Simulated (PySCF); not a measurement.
CH₃F₃Si, SMILES F[SiH2]C(F)F.

Coordinates come from a PBE-D3(BJ)/def2-SVP optimisation. Other conformers were not sampled.

Computed with PBE-D3(BJ)/def2-SVP (PySCF).

Frequencies are harmonic and unscaled.

Task: Estimate the vibrational spectrum. (Estimate from the structure and the level; the computed values follow.)

Result: 
| mode | ν (cm⁻¹) | IR (km/mol) | Raman (Å⁴/amu) | depolarisation | moving atoms (share of kinetic energy) |
|---|---|---|---|---|---|
| 1 | 66 | 0.5 | 0.1 | 0.75 | F 79 %, H 11 %, Si 10 % |
| 2 | 130 | 2.8 | 0.1 | 0.70 | F 91 % |
| 3 | 196 | 0.9 | 0.0 | – | F 59 %, H 22 %, C 11 %, Si 8 % |
| 4 | 384 | 32.0 | 3.8 | 0.39 | Si 47 %, F 45 % |
| 5 | 539 | 12.0 | 1.7 | 0.73 | F 67 %, C 25 % |
| 6 | 595 | 61.0 | 9.9 | 0.75 | H 69 %, Si 20 %, F 10 % |
| 7 | 610 | 20.5 | 13.3 | 0.31 | C 46 %, H 31 %, F 15 %, Si 8 % |
| 8 | 710 | 10.1 | 17.2 | 0.75 | H 91 % |
| 9 | 839 | 13.7 | 8.8 | 0.53 | F 47 %, H 38 %, Si 15 % |
| 10 | 897 | 146.9 | 15.2 | 0.75 | H 88 %, Si 9 % |
| 11 | 946 | 159.0 | 4.9 | 0.61 | H 52 %, Si 30 %, F 12 % |
| 12 | 1049 | 142.9 | 3.2 | 0.75 | C 59 %, F 35 % |
| 13 | 1096 | 86.6 | 2.5 | 0.62 | C 51 %, F 36 %, H 12 % |
| 14 | 1287 | 23.7 | 4.6 | 0.18 | H 67 %, C 30 % |
| 15 | 1311 | 4.5 | 7.9 | 0.75 | H 88 %, C 9 % |
| 16 | 2190 | 66.3 | 190.0 | 0.09 | H 98 % |
| 17 | 2206 | 125.4 | 67.4 | 0.75 | H 95 % |
| 18 | 2912 | 47.5 | 119.2 | 0.28 | H 92 % |
